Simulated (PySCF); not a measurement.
PySCF job for 2-butanone cation (C₄H₈O), SMILES O=C(C)CC (connectivity only; charge and spin as stated), charge +1, multiplicity 2, B3LYP-D3(BJ)/def2-SVP. The structure is a stationary point at B3LYP-D3(BJ)/def2-SVP. The multiplicity is an assumed one; no other spin state was optimised. Other conformers were not sampled.

```python
import numpy as np
from pyscf import gto, scf, dft, df
from pyscf.hessian import thermo

mol = gto.M(
    atom='''
    C     2.03736829   -0.02411054   -0.23954893
    C     0.80776015   -0.10799500    0.63368074
    C    -0.57671151   -0.02125691   -0.09849619
    C    -1.80757617    0.30538917    0.73511866
    O    -0.63779045   -0.21476231   -1.27643728
    H     2.91477892   -0.10036920    0.42497638
    H     2.10775582    0.93968475   -0.76457179
    H     2.08933471   -0.84317958   -0.96991724
    H     0.69460894   -1.08741370    1.14193658
    H     0.74189835    0.68077387    1.40230045
    H    -1.78452906    1.40063966    0.87937031
    H    -1.70677917   -0.19322633    1.70991237
    H    -2.71978951    0.00902862    0.20296537
    ''',
    basis='def2-SVP',
    charge=1,
    spin=1,
    max_memory=1600,
    verbose=3,
)
mf = dft.UKS(mol, xc='b3lyp').density_fit(auxbasis='def2-universal-jkfit')
mf.disp = 'd3bj'
mf.grids.level = 3
mf.conv_tol = 1e-11
mf.max_cycle = 100
mf.kernel()
fine, coarse = mf.grids, dft.Grids(mol).set(level=1).build(with_non0tab=True)
for _ in range(3):  # follow internal instabilities
    mf.grids = coarse
    mo, _, stable, _ = mf.stability(return_status=True, nroots=4)
    mf.grids = fine
    if stable:
        break
    mf.kernel(mf.make_rdm1(mo, mf.mo_occ))

# [left out here: the lines that compute and print the analytic Hessian (its translational invariance restored by hand, since the grid's response is missing), thermochemistry and intensities]
```

Log of the run:

```

WARN: HOMO -0.323716751473197 >= LUMO -0.323716751473198

converged SCF energy = -231.972539130293  <S^2> = 0.75567221  2S+1 = 2.0056642
<class 'pyscf.df.df_jk.DFUKS'> wavefunction is stable in the internal stability analysis

WARN: DFTD3 does not support analytical Hessian, using finite difference


WARN: Mole.unit (angstrom) is changed to Bohr

Mode                                 0                   1                   2
Irrep
Freq [cm^-1]                       60.5737            124.7193            231.4569
Reduced mass [au]                   1.9317              1.0702              2.9111
Force const [Dyne/A]                0.0042              0.0098              0.0919
Char temp [K]                      87.1520            179.4432            333.0150
Normal mode                   x     y     z       x     y     z       x     y     z
       0   C                -0.01  0.11  0.01   -0.00 -0.02 -0.01   -0.08 -0.00 -0.10
       1   C                -0.00 -0.10 -0.00    0.00  0.06  0.00    0.01 -0.02  0.05
       2   C                 0.00 -0.03 -0.00    0.01  0.01  0.00    0.02  0.00  0.08
       3   C                 0.03  0.10 -0.01   -0.01 -0.02 -0.01   -0.06  0.00 -0.06
       4   O                -0.02 -0.08  0.01    0.00 -0.02  0.01    0.12  0.01  0.07
       5   H                -0.00  0.03 -0.00    0.01  0.04 -0.01    0.02 -0.11 -0.26
       6   H                -0.05  0.21  0.19   -0.01 -0.07 -0.11   -0.13  0.04 -0.04
       7   H                 0.02  0.25 -0.14   -0.01 -0.09  0.06   -0.25  0.06 -0.19
       8   H                 0.03 -0.21 -0.20    0.01  0.10  0.09    0.05 -0.03  0.03
       9   H                -0.02 -0.26  0.15    0.02  0.12 -0.06    0.08 -0.03  0.08
      10   H                 0.20  0.08  0.09    0.25 -0.09  0.50   -0.10  0.01 -0.09
      11   H                -0.06 -0.00 -0.05   -0.22 -0.48 -0.22   -0.17  0.04 -0.03
      12   H                -0.00  0.28 -0.06   -0.03  0.42 -0.22   -0.00 -0.02 -0.15
[...]
       4   O                 0.00 -0.01 -0.03   -0.00  0.01  0.05   -0.01 -0.00 -0.03
       5   H                 0.07  0.15 -0.04   -0.07  0.07  0.05   -0.03  0.00  0.02
       6   H                -0.21  0.01  0.17   -0.06  0.07  0.18    0.01  0.01  0.02
       7   H                 0.14  0.11 -0.21    0.15 -0.02 -0.05    0.02 -0.01  0.01
       8   H                 0.74 -0.03 -0.02   -0.14 -0.09 -0.26   -0.04  0.01  0.02
       9   H                -0.10 -0.09  0.15   -0.76  0.10 -0.12   -0.08 -0.02  0.03
      10   H                -0.03  0.00 -0.03    0.06  0.00 -0.05   -0.40 -0.09  0.42
      11   H                -0.04  0.02  0.03    0.04 -0.03 -0.03   -0.29  0.41  0.21
      12   H                 0.04  0.04 -0.05   -0.05  0.01  0.04   -0.23  0.25  0.26
Mode                                18                  19                  20
Irrep
Freq [cm^-1]                     1379.8040           1395.8842           1406.8084
Reduced mass [au]                   1.1540              1.0532              1.1873
Force const [Dyne/A]                1.2945              1.2091              1.3845
Char temp [K]                    1985.2307           2008.3666           2024.0841
Normal mode                   x     y     z       x     y     z       x     y     z
       0   C                 0.07 -0.00 -0.04   -0.00  0.00 -0.00    0.08  0.01 -0.02
       1   C                 0.04  0.01 -0.04    0.01  0.00 -0.01   -0.05 -0.01  0.06
       2   C                -0.02  0.01  0.00   -0.00  0.00  0.00    0.02 -0.01 -0.01
       3   C                -0.00  0.00 -0.00    0.05 -0.01  0.03   -0.00 -0.01  0.01
       4   O                 0.00 -0.00 -0.00    0.00 -0.00  0.00   -0.00  0.00  0.00
       5   H                -0.28 -0.05  0.41   -0.01 -0.03  0.00   -0.17 -0.10  0.29
       6   H                -0.40  0.07  0.04   -0.01  0.01  0.01   -0.31  0.01 -0.07
       7   H                -0.36 -0.06  0.01    0.01 -0.02  0.03   -0.23 -0.00 -0.03
       8   H                -0.06  0.19  0.30   -0.03  0.03  0.06    0.08 -0.25 -0.38
       9   H                -0.14 -0.28  0.25    0.01 -0.05  0.05    0.19  0.36 -0.30
      10   H                 0.07 -0.00  0.02   -0.43  0.07 -0.51   -0.13 -0.01 -0.01
      11   H                -0.01 -0.01 -0.01   -0.04 -0.40 -0.17    0.13  0.06  0.03
      12   H                 0.02 -0.07  0.00   -0.22  0.43  0.22    0.01  0.17 -0.11
Mode                                21                  22                  23
Irrep
Freq [cm^-1]                     1422.4759           1430.0598           1464.8923
Reduced mass [au]                   1.0416              1.0691              1.0740
Force const [Dyne/A]                1.2418              1.2881              1.3579
Char temp [K]                    2046.6262           2057.5377           2107.6539
Normal mode                   x     y     z       x     y     z       x     y     z
       0   C                 0.00 -0.04  0.01   -0.02  0.01 -0.00   -0.02 -0.00  0.06
       1   C                 0.01 -0.02 -0.01    0.02  0.01 -0.02    0.03  0.01  0.00
       2   C                 0.00 -0.00 -0.01   -0.01 -0.02  0.00   -0.00 -0.00 -0.01
       3   C                -0.01 -0.02  0.01   -0.04 -0.04  0.03   -0.00 -0.00 -0.00
       4   O                 0.00  0.00  0.01    0.00  0.00  0.00   -0.00  0.00  0.01
       5   H                -0.03  0.61  0.12    0.05 -0.18 -0.11   -0.11 -0.17  0.15
       6   H                 0.44 -0.05  0.01   -0.09  0.03  0.04   -0.06 -0.34 -0.57
       7   H                -0.45  0.14 -0.22    0.20 -0.07  0.11    0.18  0.44 -0.43
       8   H                -0.03  0.01  0.06   -0.06  0.09  0.10   -0.05  0.03  0.03
       9   H                -0.04 -0.01 -0.04   -0.05 -0.12  0.12   -0.10 -0.04  0.04
      10   H                -0.08 -0.01 -0.01   -0.18 -0.03  0.04   -0.01 -0.00  0.00
      11   H                 0.19  0.07  0.03    0.53  0.23  0.10    0.02  0.01  0.00
      12   H                 0.02  0.17 -0.15    0.11  0.40 -0.46   -0.01  0.02 -0.01
Mode                                24                  25                  26
Irrep
Freq [cm^-1]                     1696.9255           3009.9420           3034.5758
Reduced mass [au]                   7.3881              1.0646              1.0355
Force const [Dyne/A]               12.5346              5.6825              5.6181
Char temp [K]                    2441.4980           4330.6364           4366.0789
Normal mode                   x     y     z       x     y     z       x     y     z
       0   C                -0.01  0.00 -0.00    0.00  0.00 -0.00    0.01 -0.00  0.00
       1   C                 0.04 -0.01  0.01   -0.01 -0.04  0.05    0.00  0.00 -0.01
       2   C                -0.00  0.03  0.20    0.00 -0.00  0.00   -0.00 -0.00 -0.00
       3   C                -0.01  0.01  0.01    0.00 -0.00 -0.00    0.02 -0.03 -0.03
       4   O                -0.01 -0.03 -0.15   -0.00 -0.00 -0.00   -0.00  0.00  0.00
       5   H                -0.04  0.02  0.02    0.01  0.00  0.01   -0.08  0.01 -0.06
       6   H                 0.04 -0.01 -0.01   -0.00 -0.04  0.02   -0.00 -0.04  0.02
       7   H                 0.00  0.01 -0.01   -0.00  0.01  0.01   -0.00  0.04  0.03
       8   H                -0.09 -0.04 -0.06    0.07  0.78 -0.40   -0.01 -0.09  0.05
       9   H                -0.11  0.07 -0.06    0.02 -0.28 -0.26   -0.00  0.03  0.03
      10   H                 0.06  0.03 -0.06   -0.00  0.09  0.01    0.02  0.73  0.10
      11   H                 0.09 -0.08 -0.04    0.01 -0.03  0.04    0.05 -0.22  0.42
      12   H                 0.03 -0.03 -0.04   -0.03 -0.01 -0.02   -0.33 -0.12 -0.20
Mode                                27                  28                  29
Irrep
Freq [cm^-1]                     3037.0981           3092.2917           3121.3825
Reduced mass [au]                   1.0398              1.0996              1.0984
Force const [Dyne/A]                5.6510              6.1949              6.3053
Char temp [K]                    4369.7079           4449.1193           4490.9744
Normal mode                   x     y     z       x     y     z       x     y     z
       0   C                -0.05 -0.00  0.00    0.00 -0.01 -0.00   -0.03  0.02 -0.08
       1   C                -0.00  0.00 -0.00   -0.00  0.08  0.04   -0.00  0.00 -0.00
       2   C                 0.00  0.00  0.00   -0.00  0.00  0.00    0.00  0.00  0.00
       3   C                 0.00 -0.00 -0.00   -0.00 -0.00  0.00    0.00 -0.00  0.00
       4   O                 0.00 -0.00 -0.00    0.00  0.00 -0.00    0.00 -0.00 -0.00
       5   H                 0.59 -0.06  0.45    0.00 -0.01  0.00    0.48 -0.04  0.35
       6   H                 0.02  0.41 -0.22   -0.00  0.05 -0.03   -0.04 -0.55  0.29
       7   H                 0.01 -0.32 -0.28    0.00  0.06  0.05   -0.02  0.31  0.26
       8   H                 0.00  0.00  0.00   -0.03 -0.32  0.18   -0.01 -0.04  0.02
       9   H                -0.00 -0.00 -0.00    0.04 -0.62 -0.61    0.00  0.01  0.01
      10   H                 0.00  0.09  0.01    0.00  0.03  0.00    0.00  0.01  0.00
      11   H                 0.01 -0.03  0.05   -0.00  0.02 -0.03    0.00  0.00 -0.01
      12   H                -0.05 -0.01 -0.03    0.01  0.00  0.01   -0.01 -0.00 -0.00
Mode                                30                  31                  32
Irrep
Freq [cm^-1]                     3139.3418           3159.9461           3196.8518
Reduced mass [au]                   1.0999              1.1072              1.1108
Force const [Dyne/A]                6.3866              6.5136              6.6888
Char temp [K]                    4516.8139           4546.4589           4599.5580
Normal mode                   x     y     z       x     y     z       x     y     z
       0   C                -0.00 -0.00 -0.00    0.00  0.09  0.02    0.00 -0.00  0.00
       1   C                -0.00  0.00  0.00    0.00  0.01  0.00   -0.00 -0.00 -0.00
       2   C                -0.00  0.00  0.00   -0.00 -0.00 -0.00    0.00  0.00  0.00
       3   C                 0.02  0.08 -0.03    0.00  0.00 -0.00    0.06  0.01  0.07
       4   O                 0.00  0.00 -0.00    0.00  0.00  0.00   -0.00 -0.00 -0.00
       5   H                 0.00 -0.00  0.00   -0.06  0.02 -0.05   -0.00  0.00 -0.00
       6   H                -0.00  0.00 -0.00   -0.03 -0.48  0.27    0.00  0.00 -0.00
       7   H                -0.00  0.01  0.01    0.03 -0.56 -0.50    0.00 -0.00 -0.00
       8   H                 0.00 -0.01  0.01   -0.01 -0.05  0.02    0.00  0.01 -0.00
       9   H                 0.00 -0.03 -0.03    0.01 -0.06 -0.06   -0.00  0.00  0.00
      10   H                -0.01 -0.58 -0.08   -0.00 -0.01 -0.00    0.00 -0.12 -0.01
      11   H                 0.06 -0.30  0.60    0.00 -0.00  0.01   -0.04  0.22 -0.43
      12   H                -0.27 -0.08 -0.16   -0.00 -0.00 -0.00   -0.67 -0.22 -0.39
temperature 298.1500 [K]
pressure 101325.00 [Pa]
Rotational constants [GHz] 9.57400 3.45150 2.69130
Symmetry number 1
Zero-point energy (ZPE) 0.10921 [Eh]   286732.398 [J/mol]
                           tot       elec      trans        rot        vib
Entropy [J/mol/K]       339.870      5.763    162.102    107.505     64.500
Cv [J/mol/K]             96.526      0.000     12.472     12.472     71.583
Cp [J/mol/K]            104.841      0.000     20.786     12.472     71.583
Internal energy [J/mol]                      3718.434   3718.434 297198.173
Internal energy [Eh]   -231.85651  -231.97254
Enthalpy [J/mol]                             6197.391   3718.434 297198.173
Enthalpy [Eh]          -231.85557
Gibbs free energy [J/mol]                  -42133.200 -28334.183 277967.401
Gibbs free energy [Eh] -231.89416
mode   freq/cm-1   IR/(km/mol)
   1       60.57         0.605
   2      124.72         0.419
   3      231.46         7.705
   4      243.79         0.149
   5      349.95         2.202
   6      420.04         0.709
   7      475.86         0.384
   8      610.41        17.760
   9      737.27         6.114
  10      856.75        16.595
  11      937.70        29.071
  12      959.71        27.759
  13     1002.57         2.154
  14     1049.64        11.405
  15     1081.90         1.684
  16     1232.13        16.548
  17     1263.99        34.982
  18     1311.17         8.295
  19     1379.80        17.790
  20     1395.88        20.622
  21     1406.81        12.387
  22     1422.48        32.606
  23     1430.06         6.456
  24     1464.89         7.689
  25     1696.93        11.737
  26     3009.94        38.427
  27     3034.58        32.600
  28     3037.10        25.757
  29     3092.29         5.531
  30     3121.38        20.566
  31     3139.34        18.844
  32     3159.95         2.619
  33     3196.85        11.652
max |gradient| / (hartree/bohr): 3.5633121990160516e-05
APT charges: [-0.1643  0.3603  0.1412  0.0652 -0.0397  0.1205  0.075   0.0592  0.04
  0.0447  0.1061  0.0887  0.103 ]
```

The calculation finished and met its thresholds.
